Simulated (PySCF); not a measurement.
Isomers of C5H8F3N. Method used: TDDFT PBE0/def2-SVPD, vertical, gas phase, core orbitals frozen in the response in PySCF. Geometries: GFN2-xTB; one conformer of each isolated species. Triplets are in the Tamm–Dancoff approximation.

A. `[H]/N=C(\CCC)C(F)(F)F`
B. `[H]/N=C(\C)CCC(F)(F)F`
C. `CC(C)(N)C(F)=C(F)F`

Lowest singlet levels (six at most, fewer where fewer were computed) with oscillator strengths:

1. 193 nm (f 0.022); 188 nm (f 0.009); 186 nm (f 0.016); 178 nm (f 0.002); 170 nm (f 0.001); 166 nm (f 0.018); T1 4.57 eV
2. 240 nm (f 0.002); 166 nm (f 0.022); 160 nm (f 0.001); 156 nm (f 0.077); 153 nm (f 0.017); 148 nm (f 0.006); T1 4.29 eV
3. 228 nm (f 0.002); 177 nm (f 0.038); 158 nm (f 0.051); 157 nm (f 0.031); 153 nm (f 0.029); 151 nm (f 0.060); T1 4.64 eV

Question: Which spectrum belongs to which structure?

Answer: 1 = C, 2 = A, 3 = B.
- A: S1 at 5.17 eV, HOMO→LUMO (99%); Löwdin shares by element: HOMO nitrogen 58%, carbon 21% or more, hydrogen 8% or more; LUMO carbon 45% or more, nitrogen 38% (atoms not listed hold the other 18%); HOMO -8.19 and LUMO -0.95 eV.
- B: S1 at 5.43 eV, HOMO→LUMO (98%); Löwdin shares by element: HOMO nitrogen 59%, carbon 20% or more, hydrogen 8% or more; LUMO carbon 48% or more, nitrogen 31% (atoms not listed hold the other 21%); HOMO -7.61 and LUMO -0.19 eV.
- C: S1 at 6.44 eV, HOMO→LUMO (78%), HOMO→LUMO+1 (16%); Löwdin shares by element: HOMO nitrogen 64%, carbon 17% or more, hydrogen 6% or more; LUMO carbon 34% or more, hydrogen 8% or more (atoms not listed hold the other 58%); HOMO -7.32 and LUMO 0.38 eV.
